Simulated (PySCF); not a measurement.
C₂H₆BrNZn. Atoms are numbered in the order given.

```xyz
11

Zn     0.1989    -0.0004     0.0000
Br    -2.0492     0.0037     0.0000
N      2.0155    -0.1169     0.0000
C      2.7937     0.0278     1.2077
C      2.7937     0.0278    -1.2077
H      3.6114    -0.7228     1.2538
H      3.2774     1.0258     1.3019
H      2.1734    -0.1196     2.1072
H      3.2774     1.0258    -1.3019
H      3.6114    -0.7228    -1.2538
H      2.1734    -0.1196    -2.1072
```

Geometry optimised at B3LYP-D3(BJ)/def2-SVP. The structure was generated by enumeration; whether it is a known compound was not checked. The values are those of a single conformer.

The numbers are results of TDA-PBE/def2-SVPD (PySCF), not measurements.

Vertical excitations. Gas-phase values at a fixed geometry. State labels are in the subgroup Cs.

| state | symmetry | energy (eV) | λ (nm) | f | main pairs |
|---|---|---|---|---|---|
| S1 | A' | 3.10 | 400 | 0.013 | HOMO→LUMO 99 % |
| S2 | A" | 3.84 | 323 | 0.001 | HOMO→LUMO+1 100 % |
| S3 | A' | 4.62 | 268 | 0.085 | HOMO→LUMO+2 91 % |
| S4 | A' | 5.08 | 244 | 0.018 | HOMO→LUMO+3 98 % |
| S5 | A' | 5.30 | 234 | 0.029 | HOMO−1→LUMO 99 % |
| S6 | A" | 5.30 | 234 | 0.026 | HOMO−2→LUMO 100 % |
| S7 | A' | 5.68 | 218 | 0.016 | HOMO→LUMO+4 99 % |
| S8 | A" | 6.08 | 204 | 0.000 | HOMO−1→LUMO+1 99 % |
| S9 | A" | 6.12 | 203 | 0.001 | HOMO→LUMO+5 100 % |
| S10 | A' | 6.19 | 200 | 0.018 | HOMO−2→LUMO+1 69 %, HOMO−3→LUMO 20 % |
| T1 | A' | 2.73 | 454 | 0 | HOMO→LUMO 100 % |
| T2 | A" | 3.78 | 328 | 0 | HOMO→LUMO+1 100 % |
| T3 | A' | 3.95 | 314 | 0 | HOMO→LUMO+2 99 % |
| T4 | A' | 4.95 | 250 | 0 | HOMO→LUMO+3 99 % |
Triplets are in the Tamm–Dancoff approximation.
